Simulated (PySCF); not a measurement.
**Static response to an electric field**

C3H10N2Si.
Cartesian coordinates in Å at the PBE0-D3(BJ)/def2-SVP level; atoms count from 1:
```xyz
16
C3H10N2Si angstrom
N      2.9773   -0.6174    0.0871
Si     1.5421    0.2871   -0.2306
N      0.2159   -0.6230    0.4034
C     -1.0069   -0.1149    0.9235
C     -2.2996   -0.4160    0.2167
C     -1.7338    0.9711    0.1843
H      3.7690   -0.5484   -0.5411
H      3.2711   -0.8197    1.0358
H      1.4215    1.6492    0.3855
H      1.5723    0.4801   -1.7195
H      0.2828   -1.6351    0.3844
H     -1.0790   -0.0557    2.0200
H     -2.2263   -1.0076   -0.6997
H     -3.1915   -0.6093    0.8186
H     -2.2209    1.7558    0.7682
H     -1.2990    1.3168   -0.7578
```

Level: CAM-B3LYP/def2-SVPD (PySCF), static field, nuclei fixed, core orbitals frozen in the response. The polarisability tensor in these axes (au):

```
x   89.00 -1.85 -3.20
y   -1.85 72.22 -0.90
z   -3.20 -0.90 69.06
```

Diagonalise the tensor; give its mean and Δα, where Δα² is half the sum of the squared differences of the eigenvalues.

Principal values 68.20, 72.41 and 89.67 au; mean 76.76 au = 11.37 Å³ = 12.66 × 10⁻⁴⁰ C²·m²/J; Δα = 19.70 au (26 % of the mean).

What is the dipole moment, and where does it point?

(0.42, -0.57, 0.69) D, 0.99 D in size, pointing from the negative to the positive side. Measured along this direction, the outermost atoms are H16 at the negative end and H8 at the positive end.

What molar refraction does this α imply?

Lorentz–Lorenz: R = (4π/3)N_A α = 2.5225 cm³/(mol·Å³) × 11.37 Å³ = 28.7 cm³/mol, in the limit of long wavelengths.

Find the Langevin capture rate constant for H3+ (3.023 u) meeting this molecule (102.061 u), k = 2.342 × 10⁻⁹ cm³/s × √(α in Å³ / reduced mass in u).

The reduced mass is 2.94 u, so k = 4.61 × 10⁻⁹ cm³/s. The formula leaves out the permanent dipole, which adds to the capture rate.

Traceless (Buckingham) quadrupole moment about the centre of nuclear charge: eigenvalues?

-4.00, -1.76, 5.76 D·Å. The values depend on the origin, since the dipole doesn't vanish. The electronic extent ⟨r²⟩ about the same centre is 969 bohr², a root-mean-square distance of 2.20 Å for the 56 electrons.

Along which axes do the principal values lie, and how far do the nuclei extend along each?

Largest value along (0.98, -0.10, -0.15), where the nuclei span 7.05 Å; middle along (0.05, 0.95, -0.30), 3.18 Å; least along (0.17, 0.29, 0.94), 3.03 Å. 

Rayleigh depolarisation ratio (linearly polarised light, static tensor)?

ρ = 3Δα²/(45ᾱ² + 4Δα²) = 1164.5/(265146 + 1552.7) = 0.00437.

Isolated species at its PBE0-D3(BJ)/def2-SVP geometry (one conformer only).

The run behind these numbers computed excited states as well. The run took 37 s of wall time on Intel Xeon 6975P-C, one thread, no GPU, shared host with 64 logical CPUs at a one-minute load of 39, and the process peaked at 1.0 GiB of memory.
